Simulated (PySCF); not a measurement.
H4MgOSi. Atoms are numbered in the order given.

```xyz
7

Mg     0.0000     0.0000    -0.7379
O      0.0000     0.0000    -2.5039
H      0.0000     0.0000    -3.4517
Si     0.0000     0.0000     1.8006
H      1.1914     0.6879     2.3763
H      0.0000    -1.3757     2.3763
H     -1.1914     0.6879     2.3763
```

Coordinates come from a ωB97X-D3(BJ)/def2-TZVP optimisation. One conformer was computed; it need not be the lowest.

All values below come from PySCF with ωB97X-D3(BJ)/def2-TZVP.

Frequencies are harmonic and unscaled.

Modes within 1.5 cm⁻¹ of each other (mostly degenerate sets) share a row, with their intensities summed.

### Question
Give all harmonic wavenumbers and intensities. (The exact figures need the calculation; the answer reports its results.)

### Answer

| mode | ν (cm⁻¹) | IR (km/mol) | Raman (Å⁴/amu) | depolarisation | moving atoms (share of kinetic energy) |
|---|---|---|---|---|---|
| 1–2 | 107 | 131.4 | 2.6 | 0.75 | Mg 56 %, O 32 % |
| 3–4 | 167 | 203.1 | 2.1 | 0.75 | H 94 % |
| 5 | 323 | 0.5 | 28.0 | 0.13 | Si 51 %, O 23 %, Mg 19 % |
| 6–7 | 402 | 0.8 | 0.0 | – | H 85 %, Si 10 % |
| 8 | 799 | 229.6 | 0.4 | 0.04 | O 47 %, Mg 46 % |
| 9 | 883 | 179.0 | 20.5 | 0.02 | H 88 %, Si 9 % |
| 10–11 | 962 | 98.3 | 19.7 | 0.75 | H 98 % |
| 12 | 2202 | 88.0 | 212.2 | 0.01 | H 99 % |
| 13–14 | 2206 | 244.2 | 276.8 | 0.75 | H 96 % |
| 15 | 4081 | 96.7 | 196.0 | 0.26 | H 94 % |
